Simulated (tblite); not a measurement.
C8H9O (doublet state).
Numbering: `[CH:1]1=[CH:2][CH2:3][C:4]2[O:5][CH2:6][CH2:7][C:8]2=[CH:9]1` (hydrogens: H10 on C1; H11 on C2; H12, H13 on C3; H14, H15 on C6; H16, H17 on C7; H18 on C9)

The geometry is computed with GFN2-xTB (gas phase). This method treats the open shell by occupation alone, without spin polarisation.

**Question.** List the bond lengths, angles and torsions at this level.

**Answer.** 
```json
{"bond": "C1=C2", "length (pm)": "135.6", "order": "double"}
{"bond": "C2–C3", "length (pm)": "149.8", "order": "single"}
{"bond": "C3–C4", "length (pm)": "148.3", "order": "single"}
{"bond": "C4–O5", "length (pm)": "136.0", "order": "single"}
{"bond": "O5–C6", "length (pm)": "142.9", "order": "single"}
{"bond": "C6–C7", "length (pm)": "154.2", "order": "single"}
{"bond": "C7–C8", "length (pm)": "150.6", "order": "single"}
{"bond": "C8=C9", "length (pm)": "139.5", "order": "double"}
{"bond": "C1–C9", "length (pm)": "140.8", "order": "single"}
{"bond": "C4–C8", "length (pm)": "136.5", "order": "single"}
{"bond": "C1–H10", "length (pm)": "108.1", "order": "single"}
{"bond": "C2–H11", "length (pm)": "107.9", "order": "single"}
{"bond": "C3–H12, C3–H13", "length (pm)": "110.2", "order": "single"}
{"bond": "C6–H14, C6–H15", "length (pm)": "109.4", "order": "single"}
{"bond": "C7–H16, C7–H17", "length (pm)": "109.1", "order": "single"}
{"bond": "C9–H18", "length (pm)": "107.7", "order": "single"}
```

Bonds in one row agree within 1 pm and their mean is given. Orders are formal, as drawn. A selection of angles:
```json
{"angle": "C2–C1–C9", "degrees": "122.6"}
{"angle": "C1–C2–C3", "degrees": "123.4"}
{"angle": "C2–C3–C4", "degrees": "110.1"}
{"angle": "C3–C4–O5", "degrees": "121.2"}
{"angle": "C3–C4–C8", "degrees": "124.7"}
{"angle": "O5–C4–C8", "degrees": "114.2"}
{"angle": "C4–O5–C6", "degrees": "108.0"}
{"angle": "O5–C6–C7", "degrees": "107.9"}
{"angle": "C6–C7–C8", "degrees": "101.7"}
{"angle": "C7–C8–C9", "degrees": "130.1"}
{"angle": "C4–C8–C7", "degrees": "108.3"}
{"angle": "C4–C8–C9", "degrees": "121.6"}
{"angle": "C1–C9–C8", "degrees": "117.7"}
```

Torsions: C9–C1–C2–C3 0° (synperiplanar); C1–C2–C3–C4 0° (synperiplanar); C2–C3–C4–O5 180° (antiperiplanar); C3–C4–O5–C6 180° (antiperiplanar); C4–O5–C6–C7 0° (synperiplanar); O5–C6–C7–C8 0° (synperiplanar); C6–C7–C8–C9 180° (antiperiplanar); C7–C8–C9–C1 180° (antiperiplanar); C2–C1–C9–C8 0° (synperiplanar); C3–C4–C8–C7 180° (antiperiplanar).

The 5-membered ring C4–O5–C6–C7–C8 has internal angles of 101.7° to 114.2°; it is planar, 0.00 Å rms from its mean plane, widest ring torsion 0°. C1 (carbon bonded to 2 C and H) is planar (angles 122.6°, 119.1° and 118.3°, sum 360.0°, 0.00 Å off the plane of its three neighbours). C2 (carbon bonded to 2 C and H) is planar (angles 123.4°, 120.6° and 116.0°, sum 360.0°, 0.00 Å off the plane of its three neighbours). C8 (carbon bonded to 3 C) is planar (angles 130.1°, 121.6° and 108.3°, sum 360.0°, 0.00 Å off the plane of its three neighbours). The C–C distances run from 1.356 Å (C1=C2, drawn double in a drawing that doesn't fit all lengths) to 1.542 Å (C6–C7, drawn single in a drawing that doesn't fit all lengths), a spread of 0.186 Å. The 2 C–O bonds span 1.360 Å (C4–O5, drawn single in a drawing that doesn't fit all lengths) to 1.429 Å (O5–C6, drawn single in a drawing that doesn't fit all lengths), a spread of 0.069 Å. The 9 heavy atoms lie in one plane (0.001 Å rms).

Point group: Cs (tolerance 0.08 Å). Its GFN2-xTB frequencies are all real (lowest 83 cm⁻¹).

The run took 1.4 s wall on an Intel Xeon at 2.50 GHz with one thread, no GPU, shared host. These figures are those of the optimisation.
